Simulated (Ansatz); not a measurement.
A run on C$_{3}$H$_{6}$ClIn (`C=[CH][In]([CH3])[Cl]`) with other settings.

```yaml
crystal:
  periodic: [false, false, false]
  atoms:
    - {symbol: C, position_ang: [0.039615, 2.498020, 0.604106]}
    - {symbol: C, position_ang: [0.348649, 1.254125, 0.958945]}
    - {symbol: In, position_ang: [-0.121975, -0.367280, -0.320314]}
    - {symbol: C, position_ang: [0.048985, -2.488499, -0.425383]}
    - {symbol: Cl, position_ang: [-1.181480, 0.511650, -2.249131]}
    - {symbol: H, position_ang: [-0.455761, 2.721297, -0.337125]}
    - {symbol: H, position_ang: [0.268976, 3.350679, 1.240757]}
    - {symbol: H, position_ang: [0.844379, 1.085286, 1.912211]}
    - {symbol: H, position_ang: [-0.950192, -2.914593, -0.524810]}
    - {symbol: H, position_ang: [0.622472, -2.748582, -1.315966]}
    - {symbol: H, position_ang: [0.536322, -2.902102, 0.456709]}
basis:
  gaussian: {orbitals: def2-TZVPP}
hamiltonian: {xc: {name: BHLYP}}
output: {forces: true}
```

```sh
$ ansatz run in.yaml --threads 4 --pin off --events-out ev --progress --plain --max-ram 10444MiB
```

Shortened log:

```
Functional definition: BHLYP
1886 factors; their error is unknown
mean field evaluation 1: about -20894.9966 eV, gradient 6.0e1 eV
mean field evaluation 2: about -20896.2231 eV, gradient 5.3e1 eV
mean field evaluation 4: about -20903.3288 eV, gradient 1.7e0 eV
mean field evaluation 8: about -20903.3373 eV, gradient 1.3e-1 eV
mean field evaluation 16: about -20903.5089 eV, gradient 6.4e-3 eV
mean field -20903.50888368 eV, -768.1897825681 hartree, gradient 3.4e-5 eV, S^2 0.000000; 0 other end points of the search recorded, 0 dependent functions left out
reference -20903.50909786 eV, -768.1897904391 hartree; 31, 31 occupied and 238, 238 virtual orbitals, 1886 factors
Total energy: -20903.50909786 eV, -768.1897904391 hartree
Atom 0 at     0.039615     2.498020     0.604106 Å, force     0.042663    -0.087826     0.065550 eV/Å
Atom 1 at     0.348649     1.254125     0.958945 Å, force     0.044591     0.354977     0.164348 eV/Å
Atom 2 at    -0.121975    -0.367280    -0.320314 Å, force     0.003802     0.031545     0.013392 eV/Å
Atom 3 at     0.048985    -2.488499    -0.425383 Å, force     0.026239    -0.337347    -0.014868 eV/Å
Atom 4 at    -1.181480     0.511650    -2.249131 Å, force    -0.043159     0.018557    -0.082005 eV/Å
Atom 5 at    -0.455761     2.721297    -0.337125 Å, force     0.172045    -0.064616     0.330088 eV/Å
Atom 6 at     0.268976     3.350679     1.240757 Å, force    -0.076425    -0.270636    -0.209180 eV/Å
Atom 7 at     0.844379     1.085286     1.912211 Å, force    -0.160919     0.104930    -0.298857 eV/Å
Atom 8 at    -0.950192    -2.914593    -0.524810 Å, force     0.296244     0.103468     0.035055 eV/Å
Atom 9 at     0.622472    -2.748582    -1.315966 Å, force    -0.160801     0.054625     0.264224 eV/Å
Atom 10 at     0.536322    -2.902102     0.456709 Å, force    -0.144279     0.092321    -0.267746 eV/Å
Dipole moment:     0.342676    -0.261500     0.628729 e Å
```

Run time 2.1 s (4 threads of an AMD EPYC 9R45 on a shared host); peak host memory 0.92 GiB.
